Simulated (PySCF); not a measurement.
## Correlation energy of Mn(2+) (manganese, charge +2)

[Ar] 3d4 4p1, one real determinant (an excited configuration). All numbers are calculated (PySCF 2.14, the non-relativistic Hamiltonian (point nucleus), in def2-QZVPPD). Frozen: [Ar]; 5 electrons correlated.

```
  level  correlation energy (mhartree)
   CCSD                         -55.05
    (T)                          -0.54
CCSD(T)                         -55.59
```

Diagnostics: T1 = 0.0053, D1 = 0.0135, largest double amplitude 0.038.

The real determinant used has ⟨L²⟩ near 8 against 12 for a pure F term, so it mixes terms.

Cost of the coupled-cluster step: of the order of 24 core-seconds, for 5 correlated electrons.

The reference is one real determinant that mixes LS terms of this configuration.
